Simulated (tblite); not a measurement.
2,3-dimethylbenzenethiol, C8H10S.
Geometry (GFN2-xTB, Å), atoms numbered from 1 in this order:
```xyz
19
C8H10S angstrom
C     -1.8019   -1.3675   -0.1242
C     -0.9215   -0.1552   -0.0394
C     -1.4991    1.1072   -0.0707
C     -0.7251    2.2502    0.0111
C      0.6476    2.1377    0.0937
C      1.2340    0.8807    0.1133
S      3.0139    0.8468    0.2152
C      0.4658   -0.2834    0.0804
C      1.1127   -1.6342    0.1624
H     -2.8266   -1.0742   -0.3374
H     -1.7969   -1.9155    0.8184
H     -1.4643   -2.0411   -0.9099
H     -2.5722    1.1943   -0.1593
H     -1.1868    3.2257   -0.0040
H      1.2755    3.0143    0.1371
H      3.1941   -0.2341   -0.5406
H      1.4144   -1.9776   -0.8294
H      1.9960   -1.5958    0.7977
H      0.4303   -2.3689    0.5782
```

Calculated harmonic vibrations of the isolated species, GFN2-xTB (tblite), most abundant isotopes, no scaling. The method is semi-empirical: single wavenumbers can be off by several per cent or more. Modes of hydrogen on sulfur can be 10 to 20 % off. One conformer, not necessarily the lowest.

Harmonic wavenumbers (cm⁻¹): 88.8, 112.5, 169.7, 182.2, 196.1, 258.1, 279.7, 366.8, 382.4, 438.6, 470.2, 494.3, 495.9, 627.7, 651.0, 790.1, 799.7, 840.1, 865.9, 890.5, 919.8, 1010.2, 1020.8, 1022.5, 1033.4, 1121.7, 1157.2, 1193.9, 1219.9, 1269.7, 1318.6, 1400.3, 1405.6, 1428.8, 1461.2, 1477.6, 1483.9, 1493.2, 1506.9, 1573.5, 1592.0, 2431.6, 2976.1, 2996.8, 3020.6, 3022.9, 3046.4, 3062.4, 3076.7, 3088.8, 3100.1.

A = 2212, B = 1183, C = 780.1 MHz; mass 138.050 u (most abundant isotopes); point group C1, symmetry number 1.

Question: What is the zero-point energy?

Answer: Half the sum of the wavenumbers: 33167 cm⁻¹ = 94.83 kcal/mol.

Question: Give the ideal-gas entropy at 298.15 K and 1 bar in the rigid-rotor, harmonic-oscillator model (classical rotation).

Answer: Translation 40.71, rotation 29.44, vibration 24.59: S = 94.7 cal/(mol K).

Question: And Cp and H(298.15 K) − H(0)?

Answer: Cp = 37.94 cal/(mol K), of which vibrations give 29.99 (their classical limit is 51 R = 101.3); H(298.15 K) − H(0) = 6.61 kcal/mol without the zero-point energy, 4.24 from vibrations.

Question: What must be added to the electronic energy to get the Gibbs energy at 298.15 K and 1 bar?

Answer: ZPE + [H(298.15 K) − H(0)] − T·S = 94.83 + 6.61 − 28.25 = 73.19 kcal/mol.

Question: How do the functions run with temperature in this model?

Answer: 
| T (K) | S (cal/(mol K)) | Cp (cal/(mol K)) | H − H(0) (kcal/mol) | G − H(0) (kcal/mol) | ln q(vib) |
| --- | --- | --- | --- | --- | --- |
| 50 | 57.1 | 11.0 | 0.44 | -2.41 | 0.14 |
| 100 | 66.6 | 17.0 | 1.14 | -5.52 | 0.83 |
| 373.15 | 104.1 | 45.5 | 9.75 | -29.09 | 7.03 |
| 500 | 119.0 | 56.7 | 16.25 | -43.25 | 10.16 |
| 750 | 145.2 | 72.3 | 32.53 | -76.37 | 16.25 |
| 1000 | 167.5 | 82.5 | 51.97 | -115.53 | 21.99 |

q(vib) and H(0) count from the zero-point level.

Question: Which modes carry the vibrational entropy at 298.15 K?

Answer: 88.8 cm⁻¹: 3.69; 112.5 cm⁻¹: 3.23; 169.7 cm⁻¹: 2.44; 182.2 cm⁻¹: 2.31; 196.1 cm⁻¹: 2.17; 258.1 cm⁻¹: 1.67 cal/(mol K); the other 45 give 9.09 together.

Question: Blend soft modes into free rotors: weight 1/[1 + (100 cm⁻¹/ν̃)⁴] for the oscillator and the rest for a rotor with moment μB/(μ + B), μ = h/(8π²ν), B = 10⁻⁴⁴ kg m². What vibrational entropy results?

Answer: 23.97 cal/(mol K) in place of 24.59, which changes −T·S at 298.15 K by +0.19 kcal/mol.

Hindered rotation and anharmonicity are outside this model. Other conformers, if any are populated, would add a mixing term that is left out. The structure is chiral; the term R ln 2 for an equal mix with its mirror image is left out.
